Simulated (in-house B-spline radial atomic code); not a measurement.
How numerical settings move a run on neutral fluorine, [He] 2s2 2p5. Computed with a B-spline radial code for spherical atoms: Dirac-Hartree-Fock, average of configuration, Fermi nucleus of rms radius 2.8976 fm.

Command:
```bash
python run_scf.py task.json out
```
Settings of the sound reference run:
```
Z                9
electrons        9
configuration    [He] 2s2 2p5
hamiltonian      dirac
method           hf
spin_polarised   False
nucleus          fermi
rms_radius       2.8976
mass_number      19
atomic_mass      18.9984
speed_of_light   137.036
knot_spacing     0.22
spline_order     8
gauss_points     12
box_radius       50
max_iterations   70
damping          0.5
damped_steps     3
diis_vectors     10
tolerance        1e-08
start            Thomas-Fermi
```

Cost of the run: 1 s on 1 thread of AMD EPYC 7R43 64-Core Processor, on a shared host.

It converges in 9 iterations to -99.501614 hartree, with 2p3/2 at -19.8279 eV. The other runs change the listed settings, some to values that make no sense; their results aren't properties of the atom or ion. Radii are in bohr (the nuclear one in fm), a minus after a letter asks for a j subshell, and «unchanged» means within 1e-8 hartree. The run stops when the residual is below 10 × tolerance × max(1, Z/10), or a noise floor if that is larger, and the energy moves by less than 1e-8 × √|E| hartree; so very loose and very tight tolerances often act alike.

| changed settings | outcome |
| --- | --- |
| first_knot = 0.000111 | converged in 10 iterations, energy unchanged, 2p3/2 level -3.2e-06 eV |
| first_knot = 0.00111 | converged in 10 iterations, energy -1.18e-06 hartree from the reference, 2p3/2 level -2.9e-06 eV |
| damping = 0 | converged in 9 iterations, energy unchanged, 2p3/2 level +1.2e-06 eV |
| first_knot = 1.11e-05 | converged in 9 iterations, energy unchanged |
| knot_spacing = 2, box_radius = 5, max_iterations = 75, damping = 0.95, start = bare nucleus | converged in 12 iterations, energy +1.34e-02 hartree from the reference, 2p3/2 level +9.9e-02 eV (the program warns: 2p3/2 reaches the box edge; 2s1/2 reaches the box edge) |
| electrons = 10, configuration = [He] 2s2 2p5 3s-1, max_iterations = 75 | stopped with error: j subshells need the Dirac Hamiltonian and l > 0 |
| first_knot = 0.0111 | converged in 10 iterations, energy +7.19e-05 hartree from the reference, 2p3/2 level +2.7e-05 eV |
| damping = 0.95 | converged in 10 iterations, energy unchanged, 2p3/2 level -2.9e-06 eV |
| first_knot = 0.333 | converged in 10 iterations, energy +1.42e-01 hartree from the reference, 2p3/2 level +3.3e-01 eV |
| electrons = 10, configuration = [He] 2s2 2p5 3p-1, max_iterations = 100 | converged in 9 iterations to -99.4976 hartree, a different physical problem (warning: 3p1/2 has a positive eigenvalue: unbound, held by the box) |
| spline_order = 7, max_iterations = 3, damping = 0.8, damped_steps = 1 | not converged after 3 iterations, last residual 3.3e-02, last energy +4.63e-02 hartree from the reference |
| knot_spacing = 0.75, max_iterations = 100, diis_vectors = 2 | converged in 11 iterations, energy +3.33e-02 hartree from the reference, 2p3/2 level -1.6e-02 eV |

Question: What happens with first_knot = 0.111?

Answer: Converged in 10 iterations, energy +1.17e-02 hartree from the reference, 2p3/2 level +1.4e-02 eV.

Question: What happens with knot_spacing = 1, max_iterations = 60, damping = 0.95, start = bare nucleus?

Answer: Converged in 12 iterations, energy +1.51e-01 hartree from the reference, 2p3/2 level -9.5e-02 eV.

Question: What happens with spin_polarised = True?

Answer: Stopped with error: spin polarisation is not served with the Dirac Hamiltonian.

Question: What happens with box_radius = 5, max_iterations = 60, damping = 0.8, diis_vectors = 1?

Answer: Converged in 20 iterations, energy +2.01e-03 hartree from the reference, 2p3/2 level +9.8e-02 eV (the program warns: 2p3/2 reaches the box edge; 2s1/2 reaches the box edge).
